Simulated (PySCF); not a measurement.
Species: C5H4FS (charge +1).
SMILES: `FC1=CC=[S+]C=C1`

Level: wB97X-D/def2-SVPD in PySCF, non-relativistic, on one gas-phase PBE0-D3(BJ)/def2-SVP geometry that isn't relaxed in the solvent. The solvent is an IEF-PCM continuum (van der Waals radii × 1.2), and excitations are vertical TDDFT with non-equilibrium linear response and a frozen core. Only the electrostatic response of the medium enters.

Gas-phase singlets (H = HOMO, L = LUMO):

```json
{"state": "S1", "E (eV)": "5.157", "λ (nm)": "240", "f": "0.030", "leading configurations": "H-1→L 78%, H→L+1 21%"}
{"state": "S2", "E (eV)": "5.414", "λ (nm)": "229", "f": "0.124", "leading configurations": "H→L 87%, H-1→L+1 12%"}
{"state": "S3", "E (eV)": "6.394", "λ (nm)": "194", "f": "0.000", "leading configurations": "H-2→L 98%"}
{"state": "S4", "E (eV)": "6.508", "λ (nm)": "191", "f": "0.249", "leading configurations": "H→L+1 76%, H-1→L 19%"}
{"state": "S5", "E (eV)": "6.565", "λ (nm)": "189", "f": "0.006", "leading configurations": "H-3→L 99%"}
```

Q: How does the list change in cyclohexane (ε = 2.017)?

A: 
| state | E (eV) | λ (nm) | f | leading configurations | change by rank (eV) |
| --- | --- | --- | --- | --- | --- |
| S1 | 5.108 | 243 | 0.050 | H-1→L 82%, H→L+1 17% | -0.049 |
| S2 | 5.355 | 232 | 0.175 | H→L 90%, H-1→L+1 9% | -0.059 |
| S3 | 6.380 | 194 | 0.000 | H-2→L 98% | -0.014 |
| S4 | 6.421 | 193 | 0.316 | H→L+1 80%, H-1→L 16% | -0.087 |
| S5 | 6.545 | 189 | 0.007 | H-3→L 99% | -0.020 |

Q: How does the list change in water (ε = 78.36)?

A: 
```csv
state,E (eV),λ (nm),f,leading configurations,change by rank (eV)
S1,5.088,244,0.051,"H-1→L 82%, H→L+1 16%",-0.069
S2,5.386,230,0.162,"H→L 89%, H-1→L+1 10%",-0.028
S3,6.357,195,0.000,H-2→L 98%,-0.037
S4,6.475,191,0.302,"H→L+1 81%, H-1→L 15%",-0.033
S5,6.539,190,0.007,H-3→L 99%,-0.026
```

Q: The ground-state energy changes by -2.428 eV from gas to water. By how much does the total energy of gas-phase S1 change?

A: E(S1) = E(S0) + excitation energy, so it changes by -2.428 − 0.069 = -2.497 eV: it is lowered more than the ground state, which is what a red shift means. This is the vertical state, with the slow part of the continuum still set for S0.

Q: How do the frontier levels move from gas to water?

A: 
| orbital | gas (eV) | solvent (eV) | change (eV) |
| --- | --- | --- | --- |
| LUMO+2 | -2.58 | 1.83 | +4.41 |
| LUMO+1 | -5.06 | -0.50 | +4.56 |
| LUMO | -6.28 | -1.77 | +4.51 |
| HOMO | -15.60 | -11.13 | +4.47 |
| HOMO-1 | -15.89 | -11.31 | +4.58 |
| HOMO-2 | -17.75 | -13.21 | +4.54 |
| HOMO-3 | -17.79 | -13.26 | +4.53 |

The HOMO–LUMO gap goes from 9.31 to 9.36 eV.

The pairwise dispersion term of wB97X-D wasn't added to the energies; at a given geometry it leaves orbitals and properties as they are.
